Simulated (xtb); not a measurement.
BCl2 (SMILES Cl[B]Cl), doublet, geometry from GFN2-xTB; GFN2-xTB with ALPB(water) (xtb 6.7.1).

Here is a job for xtb.
```
$ xtb mol.xyz --gfn 2 --chrg 0 --uhf 1 --alpb water --json

# file mol.xyz
3

B     -0.01065557     0.71135712    -0.06266828
Cl     1.48570467    -0.08446017    -0.01439496
Cl    -1.48257068    -0.12476251     0.03282680
```

Q: What does xtb print? Leave out banner, timings and long lists.

A: 
```
   ID    Z sym.   atoms
    1    5 B      1
    2   17 Cl     2, 3

           -------------------------------------------------
          |                Calculation Setup                |
           -------------------------------------------------

           -------------------------------------------------
          |                 G F N 2 - x T B                 |
           -------------------------------------------------

      * Solvation model:               ALPB
        Solvent                        water
        Parameter file                 internal GFN2-xTB/ALPB
        Dielectric constant                8.0200E+01
        Reference state                gsolv [1 M gas/solution]
        Free energy shift                  1.0808E-03 Eh       6.7819E-01 kcal/mol
        Temperature                        2.9815E+02 K
        Density                            1.0000E+00 kg/L
        Solvent mass                       1.8000E+01 g/mol
        Interaction kernel             P16
        Born radius scaling (c1)           1.4744E+00
        Born radii integrator          GBOBC
        Born offset                        0.0000E+00 a0       0.0000E+00 AA
        H-bond correction              true
        Ion screening                  false
        Surface tension                    1.0000E-05 Eh       1.5569E+01 dyn/cm
        Grid points                               230 per atom

          ...................................................
          :                      SETUP                      :
          :.................................................:
          :  # basis functions                  24          :
          :  # atomic orbitals                  22          :
          :  # shells                            8          :
          :  # electrons                        17          :
          :  max. iterations                   250          :
          :  Hamiltonian                  GFN2-xTB          :
          :  restarted?                      false          :
          :  GBSA solvation                   true          :
          :  PC potential                    false          :
          :  electronic temp.          300.0000000     K    :
          :  accuracy                    1.0000000          :
          :  -> integral cutoff          0.2500000E+02      :
          :  -> integral neglect         0.1000000E-07      :
          :  -> SCF convergence          0.1000000E-05 Eh   :
          :  -> wf. convergence          0.1000000E-03 e    :
          :  Broyden damping             0.4000000          :
          :  net charge                          0          :
          :  unpaired electrons                  1          :
          ...................................................

 iter      E             dE          RMSdq      gap      omega  full diag
   1    -10.2789149 -0.102789E+02  0.100E+01    1.23       0.0  T
   2    -10.3184346 -0.395197E-01  0.637E+00    1.38       1.0  T
   3    -10.3164978  0.193675E-02  0.267E+00    1.65       1.0  T
   4    -10.3263961 -0.989828E-02  0.838E-01    1.87       1.0  T
   5    -10.3206599  0.573619E-02  0.155E+00    1.90       1.0  T
   6    -10.3268715 -0.621157E-02  0.542E-01    1.82       1.0  T
   7    -10.3278151 -0.943635E-03  0.491E-02    1.84       1.2  T
   8    -10.3278159 -0.737299E-06  0.501E-02    1.84       1.2  T
   9    -10.3278224 -0.656592E-05  0.107E-02    1.84       5.4  T
  10    -10.3278224  0.183516E-07  0.853E-03    1.84       6.8  T
  11    -10.3278227 -0.265005E-06  0.175E-03    1.84      33.1  T
  12    -10.3278227 -0.437734E-08  0.131E-03    1.84      44.2  T
  13    -10.3278227 -0.429761E-08  0.542E-04    1.84     106.6  T
  14    -10.3278227 -0.946947E-09  0.575E-05    1.84    1003.8  T

   *** convergence criteria satisfied after 14 iterations ***

         :::::::::::::::::::::::::::::::::::::::::::::::::::::
         ::                     SUMMARY                     ::
[...]
         :: total energy             -10.311027149555 Eh    ::
[...]
         :::::::::::::::::::::::::::::::::::::::::::::::::::::

           -------------------------------------------------
          |                Property Printout                |
           -------------------------------------------------

    * Orbital Energies and Occupations

         #    Occupation            Energy/Eh            Energy/eV
      -------------------------------------------------------------
         1        2.0000           -1.0686684             -29.0799
         2        2.0000           -1.0673173             -29.0432
         3        2.0000           -0.5325636             -14.4918
         4        2.0000           -0.4967851             -13.5182
         5        2.0000           -0.4831831             -13.1481
         6        2.0000           -0.4794664             -13.0469
         7        2.0000           -0.4503065             -12.2535
         8        2.0000           -0.4420033             -12.0275
         9        1.0000           -0.3271344              -8.9018 (HOMO)
        10                         -0.2594380              -7.0597 (LUMO)
        11                         -0.0589509              -1.6041
        12                         -0.0441295              -1.2008
        13                         -0.0012856              -0.0350
        14                         -0.0008469              -0.0230
        15                         -0.0008336              -0.0227
        16                         -0.0008226              -0.0224
        17                         -0.0003061              -0.0083
        18                          0.0009219               0.0251
        19                          0.0115832               0.3152
        20                          0.0269307               0.7328
       ...                                ...                  ...
        22                          0.3880235              10.5587
      -------------------------------------------------------------
                  HL-Gap            0.0676963 Eh            1.8421 eV
             Fermi-level           -0.3389275 Eh           -9.2227 eV

     #   Z          covCN         q      C6AA      α(0)
     1   5 B        1.648     0.331    35.141    12.493
     2  17 Cl       0.915    -0.166   104.327    15.626
     3  17 Cl       0.915    -0.166   104.327    15.626

 Mol. C6AA /au·bohr⁶  :        687.948019
 Mol. C8AA /au·bohr⁸  :      28414.098265
 Mol. α(0) /au        :         43.745113

Wiberg/Mayer (AO) data.
largest (>0.10) Wiberg bond orders for each atom

 ---------------------------------------------------------------------------
     #   Z sym  total        # sym  WBO       # sym  WBO       # sym  WBO
 ---------------------------------------------------------------------------
     1   5 B    2.527 --     3 Cl   1.264     2 Cl   1.264
     2  17 Cl   1.339 --     1 B    1.264
     3  17 Cl   1.339 --     1 B    1.264
 ---------------------------------------------------------------------------

Topologies differ in total number of bonds
Writing topology from bond orders to xtbtopo.mol

molecular dipole:
                 x           y           z       tot (Debye)
 q only:       -0.008       0.511      -0.045
   full:        0.000      -0.024       0.002       0.061
molecular quadrupole (traceless):
                xx          xy          yy          xz          yz          zz
 q only:       -2.900      -0.066       1.886       0.063      -0.077       1.014
  q+dip:       -2.549      -0.044       0.805       0.067       0.084       1.744
   full:       -2.765      -0.039       0.309       0.080       0.192       2.455

           -------------------------------------------------
          | TOTAL ENERGY              -10.311027149555 Eh   |
          | GRADIENT NORM               0.001886904798 Eh/α |
          | HOMO-LUMO GAP               1.842111241804 eV   |
           -------------------------------------------------

normal termination of xtb
```
